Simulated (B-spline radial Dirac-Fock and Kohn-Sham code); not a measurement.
# Binding energies of Kr⁺ in different valence configurations

Model: Dirac-Fock energy differences between relaxed states, corrected for Breit and QED terms. Program: a radial atomic solver. Electron correlation is not included.

Reference: the tabulated ground configuration [Ar] 3d10 4s2 4p5, with 2s 1943.9 eV, 2p1/2 1745.4 eV, 3p1/2 238.0 eV, 3d3/2 106.4 eV, 3d5/2 105.2 eV, 4s 41.68 eV.

Shifts from the reference in eV.

```
    configuration  average energy     2s  2p1/2  3p1/2  3d3/2  3d5/2     4s
[Ar] 3d10 4s1 4p6          +17.76  +1.64  +1.94  +1.91  +1.88  +1.88  +2.78
```

Values without a named source are computed, but for edge energies of neutral atoms, which are taken from tables.
